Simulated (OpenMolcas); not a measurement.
## Cr3+: ligand-field states by method

Cr3+ with 4 ligands (chloride) in tetrahedral coordination (Td) at 2.22 Å. A charge of +0.25 e stands 3.2 Å behind each ligand. Ligand basis ANO-RCC-VDZP.

```yaml
Program: OpenMolcas
Basis: ANO-RCC-VTZP [6s5p3d2f1g]
Scalar_Hamiltonian: DKH2, point nucleus
Active_space: 3 electrons in 5 orbitals (3d)
State_averaging: 2S+1 = 4 even, 10 roots; 2S+1 = 2 even, 40 roots
Spin-orbit_coupling: state interaction with AMFI integrals over the reference wave functions
```

I. CASSCF
II. SS-CASPT2, IPEA 0.25 Eh, imaginary shift 0.1 Eh (closed shells correlated: 3s 3p and the ligand valence shells)
III. SS-CASPT2, IPEA 0.25 Eh, real shift 0.3 Eh (closed shells correlated: 3s 3p and the ligand valence shells)

Spin-free states (labels of Td) in cm-1, each column counted from its own energy of the first state listed:

| State | Degeneracy | I | II | III |
| --- | --- | --- | --- | --- |
| 4T1 | 3 | 0 | 0 | 0 |
| 4T2 | 3 | 5044 | 5360 | 5400 |
| 4A2 | 1 | 10921 | 13580 | 13540 |
| 2E | 2 | 12976 | 6980 | 7040 |
| 2T1 | 3 | 16503 | 10070 | 10220 |
| 2T2 | 3 | 17179 | 10370 | 10550 |
| 4T1 | 3 | 18936 | 15210 | 15420 |
| 2A1 | 1 | 19453 | 13270 | 13460 |
| 2T1 | 3 | 21426 | 13340 | 13540 |
| 2T2 | 3 | 23630 | 16790 | 16990 |
| 2T1 | 3 | 23857 | 17700 | 17920 |
| 2E | 2 | 24850 | 18040 | 18290 |
| 2T2 | 3 | 27861 | 20600 | 20860 |
| 2T1 | 3 | 27888 | 23070 | 23260 |
| 2E | 2 | 28492 | 23380 | 23540 |
| 2T2 | 3 | 37721 | 26880 | 27240 |
| 2A2 | 1 | 38161 | 27960 | 28310 |
| 2T1 | 3 | 38260 | 28430 | 28770 |
| 2E | 2 | 57166 | 43040 | 43630 |
| 2T2 | 3 | 57848 | 43840 | 44410 |

From I to II, I's first state of the same spin (4T2) moves from 5044 to 5360 cm-1, by about +320 cm-1.

From I to II, I's first state of another spin (2E) moves from 12976 to 6980 cm-1, by about -6000 cm-1.

χT at 300 K: I 1.49, II 1.48, III 1.49 cm3 K/mol.

Roots that are degenerate in the reference are averaged as groups; the widest CASPT2 spread within a group is 620 cm-1 (the 3-fold group of multiplicity 4 near 5360 cm-1 above the lowest state of its run, II). Shifts and gaps below about the spread of the groups concerned are not significant. Over all roots computed the reference weight is 0.70 to 0.73 in II; a low but even weight reflects the number of correlated electrons. An orbital triplet at a regular site is open to Jahn-Teller coupling, which can distort the site and quench the lowest spin-orbit gaps and is left out. Ligand-to-metal charge-transfer states are missing. With no ligand orbital active B as a rule stays too high, so bands that hang on it stand too high and its fall with covalency is understated. Without dynamic correlation the repulsion within the d shell is too large (B by tens of per cent), so at a given field states of lower spin stand too high (holds for I). With metal d orbitals alone and no dynamic correlation the field as a rule comes out too small, by tens of per cent, by up to half for chloride and softer ligands (holds for I). These CASPT2 states fit no ligand-field parameters well, so their order and spin gaps are uncertain (holds for II; III). With one d shell and no ligand orbital active, 10Dq can be off by a tenth or more (holds for II; III). The distance lies 1 % under the 2.25 Å that this model takes as the normal distance (a Shannon-type radius plus a fixed donor radius); by an R⁻⁵ law this alone changes a d-shell field by about +7 %. No measured value stands beside these numbers; the geometry was imposed, not optimised, and the real ion may take another.
